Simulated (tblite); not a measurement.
Compound: C6H10O.
SMILES with atom numbers: `[CH2:1]=[CH:2][C:3](=[CH2:4])[O:5][CH2:6][CH3:7]` (hydrogens: H8, H9 on C1; H10 on C2; H11, H12 on C4; H13, H14 on C6; H15, H16, H17 on C7)

Computed with GFN2-xTB (tblite), gas phase: nudged elastic band of 9 images (0 to 8), spring 0.2 eV/Å², climbing image at the end, force threshold 0.05 eV/Å. The top image wasn't refined or checked by frequencies; at this threshold it can lie a kcal/mol or more above the true saddle point of the method.

The band describes a rotation about C6–O5 (sp3 carbon bound to oxygen, ether oxygen), followed by the dihedral C7–C6–O5–C3, from the optimised start (180°) to a second optimised geometry at -79°.

**Question.** Give the energy profile along the converged band.

**Answer.** 
```
image  dihedral (°)  E (eV)  C6–O5 (Å)  C7···C3 (Å)  largest true force (eV/Å)
    0           180   0.000      1.411         3.66                       0.01
    1          -169   0.011      1.411         3.65                       0.04
    2          -156   0.042      1.413         3.63                       0.05
    3          -143   0.081      1.414         3.59                       0.04
    4          -128   0.105      1.416         3.52                       0.03
    5          -114   0.099      1.415         3.44                       0.04
    6          -100   0.067      1.414         3.33                       0.04
    7           -87   0.025      1.412         3.21                       0.04
    8           -79   0.005      1.411         3.15                       0.01
```

Barriers of this band. The top is image 4 at -128°: 0.105 eV forward and 0.100 eV back; the end lies 0.005 eV above the start. The central bond is 0.005 Å longer at the top than at the start.

**Question.** What rate follows at 298 K for crossing this barrier forward?

**Answer.** Taking the electronic barrier for the free energy of activation (no zero-point or entropy terms, transmission 1), rate = (kT/h)·exp(−ΔE/kT) ≈ 1 × 10^11 s⁻¹, whose inverse is 1 × 10^-11 s. An error of 1 kcal/mol in the barrier changes this by a factor of 5, and the method and the loose band can each miss by that much or more.

**Question.** How would the two end points share their population at 298 K, from these energies alone?

**Answer.** exp(−ΔE/kT) with ΔE = 0.005 eV gives 0.82 for the higher one (end) against 1 for the lower, without vibrational, rotational or degeneracy terms. GFN2-xTB can put conformers this close in the wrong order.

The cost below is that of the whole band run. Hardware: Arm Neoverse N1, one thread, no GPU, shared host with 64 logical CPUs at a one-minute load of 24. Cost: 4.7 s, 0.19 GiB resident at most.
